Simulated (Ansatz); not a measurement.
`[GeH3][SiH2][GeH3]` + H–F → `[F][GeH3]` + `[SiH3][GeH3]` at 500 K and 1 bar (cleavage of the Ge–Si bond).

Computed with Ansatz on PBE0-D4/def2-TZVP structures; ΔE is electronic, products minus reactants. CCSD(T)/CBS adds triple-zeta CCSD(T) − MP2 to the extrapolated MP2 energy (def2 sets, frozen cores). This one scheme is used for every species. For Ge outer-core shells are correlated without core-valence functions, which leaves a few kJ/mol of doubt a bond. Scalar relativity is left out up to krypton.

| species | CCSD(T)/CBS energy (Eh) | H − E (kJ/mol) | S (J/(mol·K)) |
| --- | --- | --- | --- |
| `[GeH3][SiH2][GeH3]` | -4446.10285 | 219.3 | 447.3 |
| H–F | -100.39570 | 39.4 | 188.7 |
| `[F][GeH3]` | -2177.72589 | 90.4 | 283.2 |
| `[SiH3][GeH3]` | -2368.78170 | 160.7 | 342.8 |

H − E and S are ideal-gas, rigid-rotor, harmonic terms from PBE0-D4/def2-TZVP. 1 Eh = 2625.50 kJ/mol, R = 8.31446 J/(mol·K).

Q: By hand: ΔE, ΔH, ΔS and ΔG.

A: ΔE = (-2177.72589) + (-2368.78170) − (-4446.10285) − (-100.39570) = -0.00904 Eh = -23.7 kJ/mol. Δ(H − E) = 90.4 + 160.7 − 219.3 − 39.4 = -7.6, so ΔH = -31.3 kJ/mol. ΔS = 283.2 + 342.8 − 447.3 − 188.7 = -10.0 J/(mol·K). ΔG = -31.3 − 500 × (-10.0)/1000 = -26.3 kJ/mol.

Q: By hand: the equilibrium constant, and the temperature at which ΔG would vanish if ΔH and ΔS stayed fixed.

A: log₁₀ K = −ΔG/(RT ln 10) = 2.7. ΔG = 0 at ΔH/ΔS = 3130 K, far beyond where these terms or the molecules hold.

The number of gas molecules stays the same, so ΔS is small and ΔH decides. A doubt of 5 kJ/mol in ΔE shifts log₁₀ K by 0.5 here. These are equilibria of isolated gas molecules and say nothing of rates. Largest T1 diagnostic: 0.012 (customary marks: 0.02 for closed shells, 0.045 for open ones).
